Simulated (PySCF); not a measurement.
H$_{4}$AlO$_{4}$, charge -1, singlet, geometry from GFN2-xTB (such geometries of metal compounds can be far from the true shape).

Here is a job for PySCF.
```python
from pyscf import gto, scf, dft

mol = gto.M(
    atom='''
Al   -0.00000000   -0.00000000   -0.00000000
O     1.60013122   -0.41861514   -0.56945509
H     1.76427401   -0.41833359   -1.50225942
O     0.11470341    0.26263230    1.72563179
H     0.83851758    0.77410115    2.05963706
O    -0.51994549    1.40745130   -0.89926369
H    -1.43029173    1.66471842   -0.85289347
O    -1.19488915   -1.25146846   -0.25691301
H    -1.17249985   -2.02048599    0.29551583
''',
    basis='6-31g',
    charge=-1,
    verbose=4,
)

mf = dft.RKS(mol)
mf.xc = 'r2scan'
mf.kernel()
```

Task: What is the computed HOMO-LUMO gap (R2SCAN/6-31G run with PySCF)?

Result: 6.53 eV

Task: Give the number of basis functions at the level R2SCAN/6-31G.

Result: 57
